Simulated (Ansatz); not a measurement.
Job for Ansatz (a first-principles code): R-B3LYP-D3(BJ)/def2-TZVP on BFH4O (a complex).

Ansatz 0.2 input:
```yaml
crystal:
  periodic: [false, false, false]
  atoms:
    - {symbol: B, position_ang: [-0.29593215, 0.55510638, 1.40814026]}
    - {symbol: F, position_ang: [-0.55118336, -0.69955930, 0.89871314]}
    - {symbol: H, position_ang: [0.69269766, 1.04115498, 0.97769855]}
    - {symbol: H, position_ang: [-1.26746437, 1.22058679, 1.51762140]}
    - {symbol: O, position_ang: [0.10699832, 0.12497263, 3.01188529]}
    - {symbol: H, position_ang: [0.82055018, -0.50979590, 2.86402589]}
    - {symbol: H, position_ang: [-0.68101057, -0.36458303, 3.28226475]}
basis:
  gaussian:
    orbitals: def2-TZVP
hamiltonian:
  xc: b3lyp
  dispersion: d3bj
relax: {f_tol: 0.004, max_steps: 120}
scf: {lower_state_search: off}
```

Q: Predict the final total energy.

A: -202.4688 hartree.

Q: How many basis functions does it have, and what does it roughly cost on one machine?

A: 117 functions; roughly 11 core-seconds.
